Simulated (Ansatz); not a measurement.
C₃H₆FNSi, SMILES `C[Si](C)(F)C#N`, relaxed with RKS PBE0-D4/def2-TZVP in Ansatz 0.2.0 from a PBE-D4/def2-SVP geometry. The force threshold is 0.005 eV/Å; the program also tests the step.

Total charge 0; spin multiplicity 1.

Start:

```xyz
12

C    -0.136    0.437    1.623
Si    0.149   -0.470    0.020
C     0.722    0.580   -1.410
F     1.230   -1.683    0.268
C    -1.445   -1.322   -0.470
N    -2.458   -1.828   -0.779
H     0.794    0.943    1.956
H    -0.456   -0.264    2.419
H    -0.925    1.206    1.501
H     0.873   -0.040   -2.316
H     1.680    1.081   -1.166
H    -0.029    1.361   -1.646
```

Problem. How much energy does the relaxation release, and in how many steps? (Best estimate.)

Solution. Ansatz gave: 9.42 kJ/mol, in 7 steps.

Problem. Which bonds change most? (An estimate is asked.)

Solution. Ansatz gave: Si2–F4 from 1.643 to 1.597 Å; C5–N6 from 1.173 to 1.152 Å; C1–Si2 from 1.864 to 1.845 Å; Si2–C3 from 1.864 to 1.845 Å.

Problem. Give the relaxed structure. (Best estimate.)

Solution. Ansatz gave: 
```xyz
12

C    -0.133    0.430    1.606
Si    0.160   -0.472    0.023
C     0.714    0.571   -1.395
F     1.210   -1.651    0.264
C    -1.425   -1.315   -0.464
N    -2.429   -1.790   -0.770
H     0.781    0.928    1.939
H    -0.457   -0.258    2.390
H    -0.908    1.188    1.476
H     0.863   -0.038   -2.289
H     1.656    1.073   -1.158
H    -0.033    1.335   -1.623
```
